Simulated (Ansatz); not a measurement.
Cartesian coordinates in Å:
```
C -0.493 -0.967 3.478
C -0.183 -1.485 2.097
O 0.211 -0.389 1.282
Ge 0.628 -0.636 -0.405
Cl 2.108 -2.164 -0.562
O -0.725 -1.171 -1.372
C -1.840 -0.296 -1.531
C -2.901 -1.022 -2.318
O 1.193 0.897 -1.016
C 2.245 1.591 -0.352
C 2.468 2.904 -1.057
H -0.798 -1.789 4.130
H 0.386 -0.488 3.913
H -1.302 -0.235 3.442
H 0.622 -2.229 2.139
H -1.064 -1.978 1.666
H -2.230 0.004 -0.550
H -1.527 0.614 -2.055
H -3.771 -0.377 -2.464
H -2.517 -1.314 -3.296
H -3.222 -1.923 -1.791
H 3.160 0.986 -0.374
H 1.979 1.756 0.698
H 3.275 3.459 -0.574
H 2.737 2.738 -2.101
H 1.562 3.513 -1.027
```

Charge 0, multiplicity 1.

Problem. List the r2SCAN/def2-TZVPP orbital energies in eV (Ansatz 0.2.0). (Best estimate.)

Solution. Ansatz gave: Occupied: -10835.62, -2753.33, -1350.53, -1200.61, -1200.57, -1200.57, -516.02, -516.02, -515.98, -274.54, -274.51, -274.49, -272.88, -272.82, -272.82, -254.71, -193.26, -193.10, -193.10, -168.93, -118.68, -118.60, -118.59, -32.13, -32.10, -32.03, -31.86, -31.84, -26.96, -26.21, -26.19, -21.29, -19.72, -19.53, -19.49, -16.11, -15.89, -15.82, -14.23, -12.66, -12.58, -12.13, -12.04, -11.92, -11.09, -10.64, -10.40, -10.35, -9.78, -9.67, -9.65, -9.39, -9.25, -9.22, -8.42, -8.33, -8.23, -7.76, -7.66, -7.13, -6.96, -6.94. Lowest empty: -0.84, 1.05, 1.26, 1.42, 1.66, 1.74, 1.93, 2.46.
